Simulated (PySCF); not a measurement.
## Peak assignment

Cartesian coordinates in Å; atom numbers follow the order of the lines, from 1:
```xyz
19

F     3.6321    2.3232   -0.2447
C     3.5029    0.9852    0.0162
C     2.0615    0.5595    0.0263
C     1.0396    1.4681   -0.2386
C    -0.2954    1.0649   -0.2287
C    -0.6256   -0.2635    0.0493
O    -1.9002   -0.7147    0.0745
Si   -3.3187    0.1374   -0.2041
C     0.3962   -1.1827    0.3165
C     1.7214   -0.7698    0.3035
H     4.0652    0.4258   -0.7529
H     3.9736    0.7756    0.9935
H     1.2950    2.5064   -0.4553
H    -1.0807    1.7963   -0.4391
H    -3.4723    1.2432    0.7877
H    -4.4048   -0.8633   -0.0471
H    -3.3249    0.7118   -1.5824
H     0.1236   -2.2172    0.5326
H     2.5077   -1.5009    0.5150
```

Theoretical values (PySCF 2.14.0 with density-fitted response routines): shielding tensors at PBE0/pcSseg-1 (GIAO), PBE0-D3(BJ)/def2-SVP structure. Isolated molecule, no relativistic terms, fast rotation and ring inversion assumed for equivalent nuclei, a single conformation.

δ = σ(ref) − σ, references computed at the same level: 13C and 1H against TMS.

(1) Assign these signals to the numbered atoms. 13C{1H} NMR (computed): δ 161.4 (C), 135.6 (C), 129.1 (CH), 121.6 (CH), 84.1 (CH2).

(2) Assign these signals to the numbered atoms. 1H NMR (400 MHz, computed): δ 7.30 (m, 2H), 6.98 (d, 2H), 5.58 (m, 2H), 5.06 (s, 3H).

Answers

(1) 
161.4 → C6, aromatic carbon bearing oxygen: an ipso carbon deshielded by its heteroatom
135.6 → C3, substituted aromatic carbon
129.1 → C4/C10, aromatic CH: the aromatic region
121.6 → C5/C9, aromatic CH
84.1 → C2, sp3 CH2 bonded to F, on an aromatic ring: the inductive effect lowers its shielding

(2) 
| δ (ppm) | atoms | environment | reason |
| --- | --- | --- | --- |
| 7.30 | H13/H19 | hydrogen on an aromatic CH | ring-current deshielding |
| 6.98 | H14/H18 | hydrogen on an aromatic CH | – |
| 5.58 | H11/H12 | hydrogen on an sp3 CH2 bonded to F, on an aromatic ring | its carbon carries F, hence the downfield position |
| 5.06 | H15/H16/H17 | hydrogen on a silicon bonded to O | – |

Splittings by 19F in the carbon and heteronuclear signals aren't shown, as no couplings were computed. Shifts are as computed. Against solution values, carbons near 30 ppm lie about +2 ppm off and those near 130 ppm about +5 ppm. Of 1309 compounds with measured shifts, 239 miss one by over three times the rms of a fit or turn the order of signals round; such compounds aren't used in these exercises. Multiplicities follow the n + 1 count of equivalent neighbours, as no J values were calculated; m marks all less simple cases, F and P coupling included.
